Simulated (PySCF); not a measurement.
# Optical rotation: `[Si@H]1(Cl)OC[C@H](C)O1`, C3H7ClO2Si

Molfile (atoms numbered from 1):
```
C3H7ClO2Si
     RDKit          3D

 14 14  0  0  0  0  0  0  0  0999 V2000
   -1.6992    0.0849    0.4702 C   0  0  0  0  0  0  0  0  0  0  0  0
   -0.4870   -0.6020   -0.1419 C   0  0  1  0  0  0  0  0  0  0  0  0
    0.2937    0.3489   -1.0835 C   0  0  0  0  0  0  0  0  0  0  0  0
    1.4216    0.8214   -0.3980 O   0  0  0  0  0  0  0  0  0  0  0  0
    1.6539    0.0405    1.0205 Si  0  0  2  0  0  4  0  0  0  0  0  0
    3.3803   -0.9357    1.1289 Cl  0  0  0  0  0  0  0  0  0  0  0  0
    0.4048   -0.9996    0.8717 O   0  0  0  0  0  0  0  0  0  0  0  0
   -1.3905    1.0105    0.9505 H   0  0  0  0  0  0  0  0  0  0  0  0
   -2.1471   -0.5633    1.2189 H   0  0  0  0  0  0  0  0  0  0  0  0
   -2.4360    0.3030   -0.2981 H   0  0  0  0  0  0  0  0  0  0  0  0
   -0.7960   -1.5079   -0.6738 H   0  0  0  0  0  0  0  0  0  0  0  0
    0.6298   -0.1754   -1.9828 H   0  0  0  0  0  0  0  0  0  0  0  0
   -0.3217    1.2030   -1.3746 H   0  0  0  0  0  0  0  0  0  0  0  0
    1.4928    0.9712    2.1204 H   0  0  0  0  0  0  0  0  0  0  0  0
  1  2  1  0
  2  3  1  0
  3  4  1  0
  4  5  1  0
  5  6  1  0
  5  7  1  0
  7  2  1  0
  1  8  1  0
  1  9  1  0
  1 10  1  0
  2 11  1  6
  3 12  1  0
  3 13  1  0
  5 14  1  1
M  END
```

Method used: PySCF, TDDFT PBE0/def2-SVPD circular dichroism and optical rotation, one conformer, gas phase. Geometry: GFN2-xTB.

States above about 8.2 eV (minus the energy of the highest occupied orbital) lie near or above the ionisation threshold and depend on the basis. Singlets 7 and 8 lie within 0.01 eV of each other, so their separate moments and overlaps can depend on how they mix.

Stereocentres: C2 S, Si5 S.

**Question.** Give the optical rotatory dispersion at 633, 589.3, 546, 436, 405, 365, 355 nm.

**Answer.** [α] in deg dm⁻¹ (g/mL)⁻¹:
| λ (nm) | origin-invariant length gauge | modified velocity gauge | length gauge (centre of mass) | isotropic polarisability (au) |
| --- | --- | --- | --- | --- |
| 633 | -26.1 | -21.4 | -25.9 | 76.7 |
| 589.3 | -30.6 | -25.2 | -30.4 | 77.0 |
| 546 | -36.4 | -29.9 | -36.1 | 77.3 |
| 436 | -61.7 | -51.0 | -61.2 | 78.5 |
| 405 | -74.1 | -61.4 | -73.5 | 79.1 |
| 365 | -97.1 | -80.8 | -96.2 | 80.0 |
| 355 | -104.6 | -87.2 | -103.7 | 80.3 |

**Question.** And for the mirror image at 589.3 nm?

**Answer.** +30.6 deg dm⁻¹ (g/mL)⁻¹ (origin-invariant length gauge): the same size and the opposite sign.

**Question.** What is the molar rotation [Φ] = [α]·M/100 of the geometry above at 589.3 nm?

**Answer.** With M = 138.62 g/mol, -42.4 deg cm² dmol⁻¹ (origin-invariant length gauge).

The first excitation lies at 7.56 eV (164 nm) with R = -5.8 × 10⁻⁴⁰ esu² cm² (velocity form).
